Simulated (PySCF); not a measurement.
From computed data to an observable: refractive index and permittivity of the vapour

propylene glycol (C3H8O2), SMILES CC(O)CO.

Geometry: PBE0-D3(BJ)/def2-SVP. One conformer was computed; it need not be the lowest.

HF/def2-TZVP (PySCF) gives a mean static polarisability of 43.2 bohr³ and a dipole moment of 2.70 D. Take an ideal gas at 298.15 K and 0.1 bar, whether or not the substance is that volatile.

**Question.** Work out n − 1 in the optical limit and the static ε − 1.

**Answer.** 
Polarisability volume α' = 43.2 × 0.148185 = 6.40 Å³. Number density N = p/kT = 2.43e-6 Å⁻³.
Dilute limit of Lorentz–Lorenz: n − 1 = 2π N α' = 9.8e-5.
Orientation term of Debye: μ²/(3kT) = 8.098 Å³ × μ²(D²) = 59.03 Å³.
ε − 1 = 4π N (α' + μ²/3kT) = 0.0020. Orientation of the dipole supplies 90 % of the static response; it can't follow optical fields. Vibrational polarisation and dispersion are left out.
